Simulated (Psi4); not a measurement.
Internal rotation in SMILES C#C[SiH2]C=O. Scanned: dihedral C2–Si3–C4–O5; all other coordinates were relaxed at GFN2-xTB. Points at φ and −φ are mirror images.

Geometry of the scan point at -80° (Å):
```
9

C     -2.2940     0.7781     0.4020
C     -1.2409     0.2268     0.5881
Si     0.3812    -0.6181     0.8419
C      1.5199     0.0671    -0.5524
O      1.4913    -0.3325    -1.6875
H     -3.2165     1.2584     0.2405
H      0.2285    -2.0611     0.6721
H      0.9612    -0.2254     2.1293
H      2.2181     0.8938    -0.2905
```

Level of theory: Psi4 1.11 with DF-MP2 (frozen core)/cc-pVTZ // GFN2-xTB.

Scanned values (°): -160, -140, -120, -100, -80, -60, -40, -20, 0, 20, 40, 60, 80, 100, 120, 140, 160, 180.

Q: Describe the profile: where are the wells and the tops?

A: Lower than their neighbours: 0° (0.50 kcal/mol), 180° (0.00 kcal/mol). Higher than their neighbours: -60° (0.91 kcal/mol), 60° (0.91 kcal/mol). The whole profile spans 0.91 kcal/mol.
